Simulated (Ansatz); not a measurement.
Species: C$_{3}$H$_{9}$OSi, charge -1, multiplicity 1. It need not be the lowest isomer of its formula. Whether it binds its extra electron was not tested at this geometry. 
Structure (B3LYP-D3(BJ)/def2-TZVP (Ansatz, a first-principles code) minimum search):
```
Si
O 1 1.7263
H 2 0.9638 1 103.97
C 1 1.7564 2 116.74 3 0.00
H 4 1.0872 1 122.73 2 88.25
H 4 1.0872 5 114.46 1 176.76
C 1 1.9071 2 101.44 3 125.10
H 7 1.0934 1 111.37 2 161.88
H 7 1.0947 8 107.71 1 -120.49
H 7 1.0951 8 108.57 9 -116.24
C 1 1.9071 2 101.44 3 -125.10
H 11 1.0934 1 111.37 2 -161.88
H 11 1.0947 12 107.71 1 120.49
H 11 1.0951 12 108.57 13 116.24
```
Charge -1, spin multiplicity 1.

Basis-set convergence of Hartree-Fock and CCSD(T) correlation energies (hartree) with Ansatz. Correlated levels leave the core frozen unless marked. Spin-orbit coupling is left out. Non-relativistic.

```json
[
 {"basis": "aug-cc-pV(D+d)Z", "functions": "205", "E(HF)": "-482.69287", "E(corr, CCSD(T))": "-0.87325"},
 {"basis": "aug-cc-pV(T+d)Z", "functions": "446", "E(HF)": "?", "E(corr, CCSD(T))": "?"}
]
```

Question: What belongs in the gaps?

Answer: 
- aug-cc-pV(T+d)Z, E(HF): -482.75986
- aug-cc-pV(T+d)Z, E(corr, CCSD(T)): -1.02821
